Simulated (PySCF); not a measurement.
PySCF input (BP86/6-31G* (5d)):

```python
from pyscf import gto, dft

mol = gto.M(
    atom='''
    Mg   -0.00000000   -0.00000000   -0.69576168
    O     0.00000000    0.00000000    1.04364252
    ''',
    basis='6-31g*',
    charge=0,
    spin=0,
    verbose=4,
)

mf = dft.RKS(mol, xc='bp86')
mf.grids.level = 3
mf.conv_tol = 1e-9
mf.max_cycle = 100
mf.max_memory = 1500
mf.kernel()
if not mf.converged:
    mf = mf.newton()
    mf.kernel(mf.make_rdm1())
mf.dip_moment()
```

Output:

```
PySCF version 2.14.0

[INPUT] verbose = 4
[INPUT] num. atoms = 2
[INPUT] num. electrons = 20
[INPUT] charge = 0
[INPUT] spin (= nelec alpha-beta = 2S) = 0
[INPUT] symmetry False subgroup None
[INPUT] Mole.unit = angstrom
[INPUT] Symbol           X                Y                Z      unit          X                Y                Z       unit  Magmom
[INPUT]  1 Mg     0.000000000000   0.000000000000  -0.695761680000 AA    0.000000000000   0.000000000000  -1.314799023167 Bohr   0.0
[INPUT]  2 O      0.000000000000   0.000000000000   1.043642520000 AA    0.000000000000   0.000000000000   1.972198534751 Bohr   0.0

nuclear repulsion = 29.2059845827209
number of shells = 14
number of NR pGTOs = 78
number of NR cGTOs = 32
basis = 6-31g*
ecp = {}

******** <class 'pyscf.dft.rks.RKS'> ********
method = RKS
initial guess = minao
damping factor = 0
level_shift factor = 0
DIIS = <class 'pyscf.scf.diis.CDIIS'>
diis_start_cycle = 1
diis_space = 8
diis_damp = 0
SCF conv_tol = 1e-09
SCF conv_tol_grad = None
SCF max_cycles = 100
direct_scf = True
direct_scf_tol = 1e-13
XC library pyscf.dft.libxc version 7.1.2
    S. Lehtola, C. Steigemann, M. J. T. Oliveira, and M. A. L. Marques,  SoftwareX 7, 1–5 (2018)
XC functionals = bp86
    A. D. Becke,  Phys. Rev. A 38, 3098 (1988)
    J. P. Perdew,  Phys. Rev. B 33, 8822 (1986)
    J. P. Perdew,  Phys. Rev. B 34, 7406–7406 (1986)
radial grids:
    Treutler-Ahlrichs [JCP 102, 346 (1995); DOI:10.1063/1.469408] (M4) radial grids

becke partition: Becke, JCP 88, 2547 (1988); DOI:10.1063/1.454033
pruning grids: <function nwchem_prune>
grids dens level: 3
symmetrized grids: False
atomic radii adjust function: <function treutler_atomic_radii_adjust>
small_rho_cutoff = 0
Set gradient conv threshold to 3.16228e-05
Initial guess from minao.
tot grids = 32664
init E= -275.241216822056
  HOMO = -0.393603736715213  LUMO = -0.146466927322926  gap/eV = 6.72494
cycle= 1 E= -274.700010056969  delta_E= 0.541  |g|= 1.35  |ddm|= 1.54
  HOMO = -0.0388166084706609  LUMO = 0.0540491032860975  gap/eV = 2.52700
cycle= 2 E= -266.930366666591  delta_E= 7.77  |g|= 3.21  |ddm|= 3.42
  HOMO = -0.268040789804741  LUMO = -0.112173377394749  gap/eV = 4.24137
cycle= 3 E= -275.049983205422  delta_E= -8.12  |g|= 0.595  |ddm|= 3.28
  HOMO = -0.0982810316589442  LUMO = -0.0886980524013636  gap/eV = 0.26077
cycle= 4 E= -273.962181322087  delta_E= 1.09  |g|= 2.03  |ddm|= 1.98
  HOMO = -0.108004610521276  LUMO = -0.102121403143737  gap/eV = 0.16009
cycle= 5 E= -274.370010959238  delta_E= -0.408  |g|=  1.7  |ddm|= 0.259
  HOMO = -0.117154745921362  LUMO = -0.113275859034877  gap/eV = 0.10555
cycle= 6 E= -274.625330228363  delta_E= -0.255  |g|= 1.45  |ddm|=  0.2
  HOMO = -0.124507076140587  LUMO = -0.121726893786059  gap/eV = 0.07565
cycle= 7 E= -274.824431463101  delta_E= -0.199  |g|= 1.19  |ddm|= 0.18
  HOMO = -0.145953289818418  LUMO = -0.138161966549406  gap/eV = 0.21201
cycle= 8 E= -275.095553359227  delta_E= -0.271  |g|= 0.676  |ddm|= 0.375
  HOMO = -0.170633134758327  LUMO = -0.154426136131737  gap/eV = 0.44101
cycle= 9 E= -275.216037860083  delta_E= -0.12  |g|= 0.0868  |ddm|= 0.422
  HOMO = -0.173783876495043  LUMO = -0.157987080295096  gap/eV = 0.42985
cycle= 10 E= -275.216015399025  delta_E= 2.25e-05  |g|= 0.0823  |ddm|= 0.0213
  HOMO = -0.17725306144995  LUMO = -0.159306030628465  gap/eV = 0.48836
cycle= 11 E= -275.217947505635  delta_E= -0.00193  |g|= 0.00186  |ddm|= 0.0662
  HOMO = -0.177473381413299  LUMO = -0.159448905087093  gap/eV = 0.49047
cycle= 12 E= -275.21794787735  delta_E= -3.72e-07  |g|= 0.00114  |ddm|= 0.00193
  HOMO = -0.177441236652144  LUMO = -0.159451824430829  gap/eV = 0.48952
cycle= 13 E= -275.217948266693  delta_E= -3.89e-07  |g|= 1.38e-05  |ddm|= 0.000999
  HOMO = -0.177442150771784  LUMO = -0.159452856703915  gap/eV = 0.48951
cycle= 14 E= -275.217948266755  delta_E= -6.16e-11  |g|= 2.23e-07  |ddm|= 1.38e-05
  HOMO = -0.177442311064502  LUMO = -0.159452984763881  gap/eV = 0.48951
Extra cycle  E= -275.217948266754  delta_E= 1.19e-12  |g|= 1.8e-06  |ddm|= 1.59e-06
converged SCF energy = -275.217948266754
Dipole moment(X, Y, Z, Debye): -0.00000,  0.00000, -5.97390
```
